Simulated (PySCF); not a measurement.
C4H5FSi, SMILES C(=C(\C#C)F)/[SiH3].

Geometry: B3LYP-D3(BJ)/def2-SVP. The structure was generated by enumeration; whether it is a known compound was not checked.

Level of theory: TDDFT-PBE/def2-SVPD (PySCF).

Vertical excitations. Isolated molecule, no solvent. State labels are in the subgroup Cs.

Problem. List the lowest excited states. (Estimate from the structure and the level; the computed values follow.)

Solution. 
```json
[
 {"state": "S1", "symmetry": "A\"", "energy (eV)": "5.04", "λ (nm)": "246", "f": "0.000", "main pairs": "HOMO−1→LUMO 99 %"},
 {"state": "S2", "symmetry": "A'", "energy (eV)": "5.05", "λ (nm)": "245", "f": "0.390", "main pairs": "HOMO→LUMO 90 %"},
 {"state": "S3", "symmetry": "A\"", "energy (eV)": "5.34", "λ (nm)": "232", "f": "0.000", "main pairs": "HOMO→LUMO+1 99 %"},
 {"state": "S4", "symmetry": "A\"", "energy (eV)": "5.94", "λ (nm)": "209", "f": "0.003", "main pairs": "HOMO−3→LUMO 98 %"},
 {"state": "S5", "symmetry": "A'", "energy (eV)": "6.07", "λ (nm)": "204", "f": "0.020", "main pairs": "HOMO−2→LUMO 79 %"},
 {"state": "S6", "symmetry": "A\"", "energy (eV)": "6.22", "λ (nm)": "199", "f": "0.000", "main pairs": "HOMO→LUMO+2 99 %"},
 {"state": "S7", "symmetry": "A\"", "energy (eV)": "6.50", "λ (nm)": "191", "f": "0.003", "main pairs": "HOMO−5→LUMO 94 %"},
 {"state": "S8", "symmetry": "A'", "energy (eV)": "6.53", "λ (nm)": "190", "f": "0.032", "main pairs": "HOMO−4→LUMO 83 %"},
 {"state": "S9", "symmetry": "A\"", "energy (eV)": "6.72", "λ (nm)": "184", "f": "0.001", "main pairs": "HOMO→LUMO+3 98 %"},
 {"state": "S10", "symmetry": "A\"", "energy (eV)": "6.88", "λ (nm)": "180", "f": "0.004", "main pairs": "HOMO→LUMO+4 97 %"},
 {"state": "T1", "symmetry": "A'", "energy (eV)": "3.22", "λ (nm)": "385", "f": "0", "main pairs": "HOMO→LUMO 98 %"},
 {"state": "T2", "symmetry": "A\"", "energy (eV)": "4.69", "λ (nm)": "264", "f": "0", "main pairs": "HOMO−1→LUMO 85 %, HOMO→LUMO+1 13 %"},
 {"state": "T3", "symmetry": "A'", "energy (eV)": "5.12", "λ (nm)": "242", "f": "0", "main pairs": "HOMO−2→LUMO 71 %, HOMO−1→LUMO+1 19 %"},
 {"state": "T4", "symmetry": "A\"", "energy (eV)": "5.16", "λ (nm)": "240", "f": "0", "main pairs": "HOMO→LUMO+1 86 %, HOMO−1→LUMO 14 %"}
]
```
Triplets are in the Tamm–Dancoff approximation, which puts them higher than full response would, so one can lie above its singlet here.
